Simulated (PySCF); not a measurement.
C₄H₆BFO, SMILES FB1CC=CCO1.

The structure is a stationary point at B3LYP-D3(BJ)/def2-SVP. The structure was generated by enumeration, and PubChem lists no compound with its InChIKey, so it may never have been made. One conformer was computed; it need not be the lowest.

All values below come from PBE/def2-TZVP (PySCF).

Symmetry labels are those of the subgroup Cs that the program uses (full group Cs).

**Question.** List the valence orbital energies around the gap with their symmetry. (The exact figures need the calculation; the answer reports its results.)

**Answer.** 
```
orbital  symmetry  energy (eV)
-------  --------  -----------
HOMO−7         A'       -10.12
HOMO−6         A'       -10.04
HOMO−5         A"        -9.93
HOMO−4         A'        -9.04
HOMO−3         A'        -8.85
HOMO−2         A"        -7.77
HOMO−1         A'        -7.09
HOMO           A"        -6.19
LUMO           A"        -0.87
LUMO+1         A"        -0.04
LUMO+2         A'         0.11
LUMO+3         A'         0.97
```
